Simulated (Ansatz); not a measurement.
Cu₂F₂⁻, relaxed as a doublet with UKS PBE0-D4/def2-SVPD in Ansatz, starting from the GFN1-xTB geometry. Force threshold 0.02 eV/Å.

The structure comes from a short search, and lower isomers may exist.

Start:

```xyz
4

Cu   -0.5716   -1.3870    0.0355
Cu    0.4798    1.3407   -0.2913
F     1.3994   -0.5455   -0.2726
F    -1.3075    0.5917    0.5283
```

```tsv
step	energy (eV)	largest force component (eV/Å)	SCF passes
1	-94682.7528	1.350	22
2	-94682.9870	0.846	33
3	-94683.0665	0.402	34
4	-94683.1023	0.300	41
5	-94683.1463	0.484	38
6	-94683.2859	0.827	40
7	-94683.4875	1.084	38
8	-94683.7289	0.380	34
9	-94683.7468	0.073	33
10	-94683.7477	0.006	36
11	-94683.7479	0.072	36
12	-94683.7507	0.185	36
13	-94683.7868	0.258	34
14	-94683.8832	0.878	43
15	-94684.0033	0.293	42
16	-94684.0196	0.312	43
17	-94684.0304	0.048	37
18	-94684.0306	0.003	22
```

Force components are those of the run's own axes.

End:

```
atom   x (Å)   y (Å)   z (Å)
 Cu1   0.097  -1.963  -0.054
 Cu2  -0.080   0.625   0.031
  F3   1.363  -0.481  -0.402
  F4  -1.380   1.819   0.425
```

Bonds lost: Cu1–F4 (atoms count from 1).

The force fell under the threshold at step 10, but the optimiser went on and released 0.283 eV more. No frequencies were taken in this run, so the end may be a saddle point.

It took 53 s on 4 threads of Arm Neoverse V2 on a shared host.
